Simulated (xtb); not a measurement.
germanium monoxide (GeO), singlet, at a GFN2-xTB geometry; GFN1-xTB (xtb 6.7.1).

Here is a job for xtb.
```
$ xtb mol.xyz --gfn 1 --chrg 0 --uhf 0 --json

# file mol.xyz
2

Ge    -0.00000000    -0.00000000    -0.31515709
O      0.00000000     0.00000000     1.26062837
```

Output, abridged:

```
   ID    Z sym.   atoms
    1   32 Ge     1
    2    8 O      2

           -------------------------------------------------
          |                Calculation Setup                |
           -------------------------------------------------

           -------------------------------------------------
          |                 G F N 1 - x T B                 |
           -------------------------------------------------

          ...................................................
          :                      SETUP                      :
          :.................................................:
          :  # basis functions                  14          :
          :  # atomic orbitals                  13          :
          :  # shells                            5          :
          :  # electrons                        10          :
          :  # halogen bonds                     0          :
          :  max. iterations                   250          :
          :  Hamiltonian                  GFN1-xTB          :
          :  restarted?                      false          :
          :  GBSA solvation                  false          :
          :  PC potential                    false          :
          :  electronic temp.          300.0000000     K    :
          :  accuracy                    1.0000000          :
          :  -> integral cutoff          0.2500000E+02      :
          :  -> integral neglect         0.1000000E-07      :
          :  -> SCF convergence          0.1000000E-05 Eh   :
          :  -> wf. convergence          0.2000000E-04 e    :
          :  Broyden damping             0.4000000          :
          :  net charge                          0          :
          :  unpaired electrons                  0          :
          ...................................................

 iter      E             dE          RMSdq      gap      omega  full diag
   1     -6.3494350 -0.634943E+01  0.648E+00    4.29       0.0  T
   2     -6.3583567 -0.892171E-02  0.291E+00    3.91       1.0  T
   3     -6.3587754 -0.418688E-03  0.107E+00    3.73       1.0  T
   4     -6.3581513  0.624052E-03  0.818E-01    3.65       1.0  T
   5     -6.3596327 -0.148141E-02  0.948E-02    3.73       1.0  T
   6     -6.3596571 -0.243816E-04  0.855E-03    3.73       8.3  T
   7     -6.3596573 -0.157844E-06  0.218E-03    3.73      32.5  T
   8     -6.3596573 -0.108274E-07  0.241E-05    3.73    2938.1  T
[...]
         :: total energy              -6.332826744516 Eh    ::
[...]
           -------------------------------------------------

    * Orbital Energies and Occupations

         #    Occupation            Energy/Eh            Energy/eV
      -------------------------------------------------------------
         1        2.0000           -0.6912853             -18.8108
         2        2.0000           -0.5440484             -14.8043
         3        2.0000           -0.4793240             -13.0431
         4        2.0000           -0.4793240             -13.0431
         5        2.0000           -0.4132412             -11.2449 (HOMO)
         6                         -0.2763224              -7.5191 (LUMO)
         7                         -0.2763224              -7.5191
         8                         -0.1477098              -4.0194
         9                         -0.1477098              -4.0194
        10                         -0.1075870              -2.9276
        11                         -0.0952900              -2.5930
        12                         -0.0952900              -2.5930
        13                          0.2530357               6.8855
      -------------------------------------------------------------
                  HL-Gap            0.1369187 Eh            3.7257 eV
             Fermi-level           -0.3447818 Eh           -9.3820 eV

  Mulliken/CM5 charges         n(s)   n(p)   n(d)
     1Ge    0.52847  0.57557   1.764  1.464  0.243
     2O    -0.52847 -0.57557   1.742  4.786  0.000

Wiberg/Mayer (AO) data.
largest (>0.10) Wiberg bond orders for each atom

 ---------------------------------------------------------------------------
     #   Z sym  total        # sym  WBO       # sym  WBO       # sym  WBO
 ---------------------------------------------------------------------------
     1  32 Ge   2.271 --     2 O    2.271
     2   8 O    2.271 --     1 Ge   2.271
 ---------------------------------------------------------------------------

Topologies differ in total number of bonds
Writing topology from bond orders to xtbtopo.mol

 dipole moment from electron density (au)
     X       Y       Z
  -0.0000  -0.0000  -1.5350  total (Debye):    3.902

           -------------------------------------------------
          | TOTAL ENERGY               -6.332826744516 Eh   |
          | GRADIENT NORM               0.039996384743 Eh/α |
          | HOMO-LUMO GAP               3.725748799177 eV   |
           -------------------------------------------------

normal termination of xtb
```
